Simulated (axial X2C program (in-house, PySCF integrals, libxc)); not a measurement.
# Curves of ErCN⁺ from open-shell CI on f12 s0

Calculated with an in-house all-electron X2C program for linear molecules (integrals from PySCF): two-component X2C with atomic mean-field Coulomb and Gaunt terms, basis Er dyall-v3z, C dyall-v3z, N dyall-v3z (cores contracted in-house). Orbitals come from Hartree–Fock averaged over the configuration Er f12 s0; CI then distributes these electrons over the f, s shells of Er.

Scan along the Er–C bond with CN moving as one mass, its bond held at 1.160 Å; masses Er 165.930 u, C 12.000 u, N 14.003 u. Energies in cm⁻¹ from the lowest point; levels are followed by energy order within each Ω. Lowest level at 2.374 Å: 100% f12.

```csv
R (Å),(1)Ω=0,(1)Ω=1,(1)Ω=2,(1)Ω=3,(1)Ω=4,(1)Ω=5,(1)Ω=6,(2)Ω=3,(2)Ω=4
2.208,1433,1446,1495,1600,1779,2011,2202,7858,7887
2.291,323,339,394,507,693,935,1161,6776,6805
2.374,0,18,77,194,381,626,872,6470,6497
2.469,360,379,440,558,741,983,1240,6838,6863
2.564,1292,1312,1373,1489,1666,1901,2159,7772,7793
2.671,2824,2843,2904,3015,3184,3407,3660,9300,9317
2.801,5132,5151,5209,5313,5470,5677,5918,11597,11610
```

(1) Fit the curves (1)Ω=0, (1)Ω=1, (1)Ω=2, (1)Ω=3, (1)Ω=4, (1)Ω=5, (1)Ω=6, (2)Ω=3, (2)Ω=4 near their minima.

The 9 lowest curves are shown; the next is (2)Ω=2, from 6522 cm⁻¹.

There is no dynamic correlation: spin–orbit spacings and, for f shells, spacings inside one term are the most reliable numbers, splittings between terms come out too wide, and energies between configurations are not reliable, so the lowest level need not be the ground state of the molecule. At most 4 roots were kept for each Ω > 0 (twice that for Ω = 0) within 2.2 eV of the lowest, so higher up levels can be missing between those listed; levels with Ω > 0 are doubly degenerate and listed once, Ω = 0 levels singly. States that fill the shells left empty in the average are placed too high. The molecule was held linear; bending was not examined.

Results:

(1) From the open-shell CI curves, Te from the lowest:

| level | Te (cm⁻¹) | Re (Å) | ωe (cm⁻¹) |
| --- | --- | --- | --- |
| (1)Ω=0 | 0 | 2.373 | 361.4 |
| (1)Ω=1 | 18 | 2.373 | 361.3 |
| (1)Ω=2 | 77 | 2.373 | 360.9 |
| (1)Ω=3 | 194 | 2.372 | 360.2 |
| (1)Ω=4 | 381 | 2.372 | 359.0 |
| (1)Ω=5 | 626 | 2.372 | 357.4 |
| (1)Ω=6 | 871 | 2.370 | 355.4 |
| (2)Ω=3 | 6469 | 2.372 | 359.9 |
| (2)Ω=4 | 6497 | 2.372 | 359.5 |

Without dynamic correlation distances can be off by several hundredths of an Å (long for ionic bonds, short for multiple bonds) and the wavenumbers are rough.
